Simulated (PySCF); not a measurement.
C4H7BFN, SMILES FCB1C=CCN1.

Geometry: PBE0-D3(BJ)/def2-SVP. This is a generated structure with no PubChem entry under its InChIKey; it may be hypothetical. One conformer was computed; it need not be the lowest.

The numbers are results of PBE0-D3(BJ)/def2-SVP run with PySCF 2.14.0, not measurements.

Frequencies are harmonic and unscaled.

Computed harmonic wavenumbers and intensities:
| mode | ν (cm⁻¹) | IR (km/mol) | moving atoms (share of kinetic energy) |
|---|---|---|---|
| 1 | 95 | 3.1 | F 32 %, C 25 %, H 25 %, N 14 % |
| 2 | 143 | 4.4 | F 45 %, C 17 %, N 16 %, H 12 %, B 10 % |
| 3 | 177 | 9.7 | H 37 %, C 31 %, N 19 %, B 14 % |
| 4 | 357 | 4.5 | H 47 %, C 34 %, N 13 % |
| 5 | 383 | 0.8 | C 39 %, F 37 %, H 9 %, N 9 % |
| 6 | 500 | 3.3 | H 35 %, B 29 %, C 25 %, N 10 % |
| 7 | 587 | 54.9 | H 90 % |
| 8 | 610 | 5.6 | C 69 %, H 16 % |
| 9 | 692 | 46.3 | H 86 %, C 13 % |
| 10 | 790 | 0.6 | C 64 %, N 20 %, H 11 % |
| 11 | 833 | 2.5 | C 49 %, N 29 %, H 19 % |
| 12 | 881 | 19.9 | H 41 %, B 31 %, C 26 % |
| 13 | 951 | 7.2 | C 52 %, H 42 % |
| 14 | 974 | 10.6 | H 63 %, C 34 % |
| 15 | 1009 | 1.9 | H 68 %, C 31 % |
| 16 | 1048 | 28.4 | H 55 %, C 17 %, B 15 %, F 10 % |
| 17 | 1070 | 74.3 | H 46 %, C 27 %, N 13 %, F 10 % |
| 18 | 1103 | 17.5 | H 48 %, C 28 %, F 17 % |
| 19 | 1170 | 16.1 | H 49 %, B 31 %, C 14 % |
| 20 | 1181 | 0.0 | H 91 % |
| 21 | 1240 | 16.9 | H 57 %, B 25 %, N 9 % |
| 22 | 1247 | 1.8 | H 91 % |
| 23 | 1311 | 40.7 | H 53 %, C 39 % |
| 24 | 1364 | 8.3 | C 52 %, H 39 % |
| 25 | 1390 | 20.0 | H 46 %, C 29 %, B 20 % |
| 26 | 1440 | 13.0 | H 83 %, C 13 % |
| 27 | 1448 | 9.7 | H 92 % |
| 28 | 1522 | 93.2 | B 35 %, N 31 %, H 24 %, C 10 % |
| 29 | 1643 | 53.7 | C 90 % |
| 30 | 3022 | 28.8 | H 95 % |
| 31 | 3034 | 21.2 | H 95 % |
| 32 | 3060 | 13.8 | H 91 %, C 9 % |
| 33 | 3082 | 23.5 | H 91 %, C 9 % |
| 34 | 3199 | 8.3 | H 92 %, C 8 % |
| 35 | 3228 | 7.8 | H 91 %, C 9 % |
| 36 | 3696 | 54.5 | H 93 % |
